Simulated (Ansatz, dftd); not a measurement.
Reaction: H4BPO (SMILES OBP) → H3BPO (SMILES [B](O)P, doublet) + H (doublet) (the B-H bond breaks)
Each species at its own B3LYP-D3(BJ)/def2-TZVP minimum (Ansatz, an electronic-structure program), one conformer.

Wanted: bond dissociation energy (electronic), in kcal/mol. Radicals and triplets start from unrestricted determinants; spin-orbit coupling is neglected. Correlated methods leave the cores frozen. Rows without X2C or -DK are non-relativistic. CBS(X,Y): correlation extrapolated as X^-3, Hartree-Fock from the larger set. A bracket is a step between two methods taken in the basis named. The functionals are non-relativistic, so their misses hold any scalar relativity. Double hybrids freeze cores in their MP2 part. 'core' is core correlation in cc-pwCVTZ (1s frozen past Ne), 'X2C' scalar relativity in cc-pVTZ-DK, both at CCSD(T). Where a partner has so few electrons that a lower coupled-cluster level is exact, that level stands in.

Compared with CCSD(T)/CBS(cc-pV(T+d)Z,cc-pV(Q+d)Z) + [CCSDT(Q) - CCSD(T)]/cc-pV(D+d)Z + core + X2C (Ansatz): 107.0 kcal/mol.

Costs are rough ratios of core time, to one figure, on one kind of shared machine, summed over the single points of the molecules; atoms, geometries and frequencies are left out. The first row took roughly 9 core seconds; short runs hold start-up time.

| level | program | cost relative to the first row | difference (kcal/mol) |
|---|---|---|---|
| PBE-D4/def2-TZVPD | Ansatz + dftd4 | 1 | -5.7 |
| B2PLYP-D3(BJ)/def2-TZVPD | Ansatz + dftd3 | 2 | -2.4 |
| B2GP-PLYP-D3(BJ)/def2-TZVPD | Ansatz + dftd3 | 2 | -2.4 |
| wB97X-V/def2-TZVPD | Ansatz | 3 | -0.7 |
| CCSD(T)/cc-pV(T+d)Z | Ansatz | 10 | -1.1 |
| CCSDT(Q)/cc-pV(D+d)Z | Ansatz | 200 | -3.8 |

The dearest row costs roughly 200 times the first. Costs within a factor of two don't rank. The table holds for this case alone.
